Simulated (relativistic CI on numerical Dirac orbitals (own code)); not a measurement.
Calculated levels, Ca II

Computed by Dirac-Coulomb-Breit CI, KLI orbitals optimised for each configuration, QED by a radiative potential, valence Slater integrals scaled by 0.85, configuration energies shifted to the measured levels that pair with them (semi-empirical) (own radial code, finite nucleus).

Configuration list (outside the closed core [Ar]): 4s, 3d, 4p, 5s, 4d, 5p, 4f, 6s, 5d, 6p, 5f, 5g, 6d, 6f. Levels of other configurations are missing.

The lowest level is 4s 2S_1/2, with 100 % of that term; Hund's rules for 4s give 2S with J = 1/2, in agreement.

| No. | Configuration | Term | J | E (cm⁻¹) | % | Lifetime (s) | jj configuration (%) |
| --- | --- | --- | --- | --- | --- | --- | --- |
| 1 | 4s | 2S | 1/2 | 0.0 | 100 |  | 4s (100) |
| 2 | 3d | 2D | 3/2 | 13669.2 | 100 | 1.03e+00 | 3d3/2 (100) |
| 3 | 3d | 2D | 5/2 | 13691.9 | 100 | 1.02e+00 | 3d5/2 (100) |
| 4 | 4p | 2P° | 1/2 | 25207.3 | 100 | 5.72e-09 | 4p1/2 (100) |
| 5 | 4p | 2P° | 3/2 | 25398.6 | 100 | 5.58e-09 | 4p3/2 (100) |
| 6 | 5s | 2S | 1/2 | 52166.9 | 100 | 4.04e-09 | 5s (100) |
| 7 | 4d | 2D | 3/2 | 56842.6 | 100 | 2.93e-09 | 4d3/2 (100) |
| 8 | 4d | 2D | 5/2 | 56855.2 | 100 | 2.95e-09 | 4d5/2 (100) |
| 9 | 5p | 2P° | 1/2 | 60538.9 | 100 | 3.01e-08 | 5p1/2 (100) |
| 10 | 5p | 2P° | 3/2 | 60605.5 | 100 | 2.89e-08 | 5p3/2 (100) |
| 11 | 4f | 2F° | 7/2 | 68056.8 | 100 | 2.96e-09 | 4f7/2 (100) |
| 12 | 4f | 2F° | 5/2 | 68057.0 | 100 | 2.96e-09 | 4f5/2 (100) |
| 13 | 6s | 2S | 1/2 | 70677.6 | 100 | 6.48e-09 | 6s (100) |
| 14 | 5d‡ | 2D | 3/2 | 72733.8 | 100 | 5.34e-09 | 5d3/2 (100) |
| 15 | 5d‡ | 2D | 5/2 | 72743.6 | 100 | 5.38e-09 | 5d5/2 (100) |
| 16 | 6p‡ | 2P° | 1/2 | 74611.6 | 100 |  | 6p1/2 (100) |
| 17 | 6p‡ | 2P° | 3/2 | 74641.5 | 100 |  | 6p3/2 (100) |
| 18 | 5g‡ | 2G | 7/2 | 79449.2 | 100 | 9.61e-09 | 5g7/2 (100) |
| 19 | 5g‡ | 2G | 9/2 | 79449.2 | 100 | 9.61e-09 | 5g9/2 (100) |
| 20 | 5f‡ | 2F° | 7/2 | 79452.0 | 100 | 4.28e-09 | 5f7/2 (100) |
| 21 | 5f‡ | 2F° | 5/2 | 79452.2 | 100 | 4.28e-09 | 5f5/2 (100) |
| 22 | 6d‡ | 2D | 3/2 | 80704.6 | 100 | 1.05e-08 | 6d3/2 (100) |
| 23 | 6d‡ | 2D | 5/2 | 80709.5 | 100 | 1.05e-08 | 6d5/2 (100) |
| 24 | 6f‡ | 2F° | 7/2 | 84819.4 | 100 | 5.72e-09 | 6f7/2 (100) |
| 25 | 6f‡ | 2F° | 5/2 | 84819.5 | 100 | 5.70e-09 | 6f5/2 (100) |

Energies count from the lowest computed level; ° marks odd parity; lifetimes are radiative, by E1, M1, E2, M2, E3 decay to levels of this space only; some are left blank where a channel outside the calculation adds to the decay or the decay crosses a small, uncertain gap. Filled j subshells are mostly left out of the jj labels. ‡ marks configurations that were not tied to measured data.

The mean weight of the leading LS term, summed over parents, in these 25 levels is 100 %, and that of the leading jj configuration (from the same eigenvectors) 100 %.

Configurations whose levels could be paired with our table of measured levels were shifted onto them, all but the ground configuration, by the median error of their levels; single terms can still be off by 1,000 to 2,000 cm⁻¹ or more, and rates follow the energies as ν³ (E1, M1) or ν⁵ (E2). The others borrow a shift and can be off by several thousand cm⁻¹ or more. The fine structure of a lone outer electron comes out too small, for d and f at times inverted, and misplaced configurations move strength between like terms. 12 of the 12 excited levels that our extract of the measured tables holds in this range could be paired (the sources list more); they are missed by 7 cm⁻¹ on average and 19 at most, after the shifts were fitted to these levels, and levels without a partner can miss by more.
